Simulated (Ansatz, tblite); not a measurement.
Forces on Zn₁₀O₁₀ at its PBE-D4/def2-SVP geometry. The state is a singlet with charge 0.

The xTB rows come from tblite. Single mean-field runs in def2-SVP are fitted with def2-universal-jkfit.

GFN2-xTB (tblite), largest force 1.10 eV/Å:

```xyz
20
positions Å, forces eV/Å
Zn    1.937   -0.199   -2.540   -0.167    0.309    0.122
Zn    2.128   -0.966    0.560   -0.014    0.278    0.070
Zn    2.556    1.428   -0.501    0.118   -0.376   -0.169
Zn    1.504    0.936    2.741    0.064   -0.023    0.108
Zn   -1.113   -0.659   -2.472    0.068    0.410   -0.088
Zn    0.040    1.691   -2.570    0.160   -0.325   -0.129
Zn   -2.575    0.840   -0.672   -0.025   -0.242   -0.032
Zn   -0.983   -1.867    0.556   -0.461    0.164    0.306
Zn   -0.288   -1.068    3.045   -0.045   -0.050   -0.151
Zn   -2.946   -0.298    1.800    0.021    0.000    0.038
O     3.003   -0.543   -1.053   -0.867    0.428    0.148
O     0.371   -0.229   -3.529   -0.056    0.290    1.056
O     1.840    1.933   -2.141   -0.392   -0.862    0.404
O     0.715   -1.797    1.429   -0.195    0.748   -0.311
O     2.596    0.921    1.306   -0.727   -0.305   -0.338
O     0.367    0.379    3.991    0.143   -0.455   -0.918
O    -1.945   -1.205   -0.887    0.705    0.536    0.304
O    -1.761    1.310   -2.288    0.523   -0.533    0.451
O    -3.495    1.129    0.890    0.596   -0.604   -0.341
O    -1.951   -1.735    2.336    0.552    0.613   -0.531
```

LDA (SPW92)/def2-SVP (Ansatz), largest force 0.91 eV/Å:

```
Zn -0.313 0.324 0.380
Zn -0.217 0.382 -0.101
Zn -0.253 -0.534 -0.099
Zn -0.147 -0.421 -0.102
Zn 0.176 0.501 0.324
Zn 0.072 -0.567 0.173
Zn 0.121 -0.193 0.073
Zn -0.050 0.445 0.244
Zn -0.005 0.278 -0.380
Zn 0.309 0.059 -0.370
O -0.665 0.353 0.125
O -0.005 0.183 0.777
O -0.312 -0.560 0.305
O -0.227 0.390 -0.162
O -0.460 -0.194 -0.175
O 0.257 -0.264 -0.831
O 0.426 0.298 0.026
O 0.420 -0.406 0.358
O 0.543 -0.700 -0.198
O 0.329 0.627 -0.364
```

PBE0-D4/def2-SVP (Ansatz), largest force 0.63 eV/Å:

```
Zn 0.117 0.139 -0.074
Zn 0.186 0.037 0.020
Zn 0.201 -0.143 -0.077
Zn 0.064 0.010 0.146
Zn -0.157 0.209 -0.085
Zn -0.025 -0.040 -0.220
Zn -0.162 0.012 -0.104
Zn -0.082 -0.104 0.215
Zn -0.049 -0.159 0.047
Zn -0.144 0.010 0.036
O -0.569 0.198 0.043
O -0.002 0.053 0.629
O -0.274 -0.388 0.297
O -0.134 0.361 -0.159
O -0.424 -0.104 -0.129
O 0.117 -0.144 -0.524
O 0.355 0.221 0.066
O 0.400 -0.269 0.273
O 0.368 -0.383 -0.083
O 0.215 0.483 -0.317
```
